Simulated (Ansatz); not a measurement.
The cluster In4Se6. Total charge 0; triplet. Geometry PBE-D4/def2-SVP, that of the neutral singlet; atoms count from 1.

```xyz
10

In    1.824    2.793   -1.841
In    0.353    0.901    0.651
In   -2.555    0.414   -1.692
In    2.397   -1.773    0.743
Se   -2.335   -1.352    1.340
Se   -0.503   -0.581    2.635
Se   -1.280   -2.835   -0.199
Se    0.189   -1.298   -1.268
Se    2.885    1.114    0.324
Se   -0.974    2.616   -0.691
```

In the def2 sets In takes a core potential; there is no spin–orbit coupling. The gap within one spin of the charge 0 triplet nearly closes, so an electron or hole may be smeared out by delocalisation error. At PBE-D4/def2-SVP a singlet of charge 0 lies 2.04 eV below the triplet at the same geometry. The structure comes from a short search, and lower isomers may exist.

(1) Estimate the Mulliken populations from the PBE/def2-SVP orbitals of Ansatz.

(2) Where does the spin sit?

(3) And the Mayer bond orders between bonded heavy atoms (over 0.3)?

## Answers

(1) 
| atom | charge (e) | spin (α − β) |
| --- | --- | --- |
| In1 | 0.30 | 0.12 |
| In2 | 0.36 | 0.03 |
| In3 | 0.30 | 0.13 |
| In4 | 0.35 | 0.08 |
| Se5 | -0.04 | 0.15 |
| Se6 | -0.20 | 0.17 |
| Se7 | 0.02 | 0.57 |
| Se8 | -0.30 | 0.57 |
| Se9 | -0.39 | 0.17 |
| Se10 | -0.41 | 0.01 |
Mulliken values and Mayer orders depend strongly on the basis.

(2) Summed by element: In 0.36, Se 1.64, of 2 unpaired in all. Largest on single atoms: Se8 0.57, Se7 0.57, Se9 0.17.

(3) In1–Se9 0.49 (2.94 Å); In1–Se10 0.50 (3.03 Å); In2–Se6 0.84 (2.62 Å); In2–Se8 0.41 (2.92 Å); In2–Se9 0.87 (2.56 Å); In2–Se10 0.95 (2.55 Å); In3–Se10 0.62 (2.89 Å); In4–Se8 0.36 (3.02 Å); In4–Se9 0.56 (2.96 Å); Se5–Se6 0.88 (2.37 Å); Se5–Se7 1.08 (2.38 Å); Se7–Se8 0.84 (2.38 Å).
